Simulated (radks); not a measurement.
The numbers below are computed, except where a source is named.
The xenon ion Xe+ inside a hard spherical wall (all orbitals vanish at R), configuration held at [Kr] 4d10 5s2 5p5 and not refilled when levels cross. Code: a radial shooting solver on a logarithmic mesh with Libxc functionals. Model: scalar-relativistic Kohn-Sham, PBE, spin-unpolarised, spherical densities, point nucleus. Eigenvalues in eV, with the zero of energy where the potential of the charges vanishes at infinity; a dash marks a level that is unbound or too diffuse for the functional's potential to be trusted. A positive occupied level is held by the wall or, in an anion where self-interaction has pushed it up, behind a barrier. The pressure on the wall is -dE/dV.

R (bohr),E (hartree),kinetic (hartree),e(4p),e(4d),e(5s),e(5p),"e(6s, empty)","e(5d, empty)",pressure (GPa)
free,-7446.84053,7831.423,-151.33,-69.419,-29.078,-17.008,-,-4.209,0
20,-7446.84053,7831.423,-151.33,-69.419,-29.078,-17.008,-,-4.209,< 0.0001
15,-7446.84053,7831.423,-151.33,-69.419,-29.078,-17.008,-5.432,-4.209,< 0.0001
12,-7446.84053,7831.423,-151.33,-69.419,-29.078,-17.008,-5.420,-4.201,< 0.0001
7,-7446.83965,7831.434,-151.28,-69.374,-29.042,-16.972,-4.205,-3.687,0.0832
6,-7446.83435,7831.487,-151.10,-69.191,-28.899,-16.822,-2.430,-2.973,0.769
4,-7446.57302,7833.165,-147.24,-65.422,-25.952,-13.336,15.413,4.396,73.4
3.5,-7446.15269,7835.336,-143.55,-61.856,-22.846,-9.455,30.657,10.906,250
3,-7445.03403,7840.345,-136.93,-55.509,-16.275,-1.184,59.656,23.616,924
2.5,-7441.85730,7852.948,-124.82,-43.952,-0.812,17.919,118.90,50.474,3940
2,-7431.54501,7890.397,-100.13,-19.655,42.518,69.092,254.87,114.78,21500
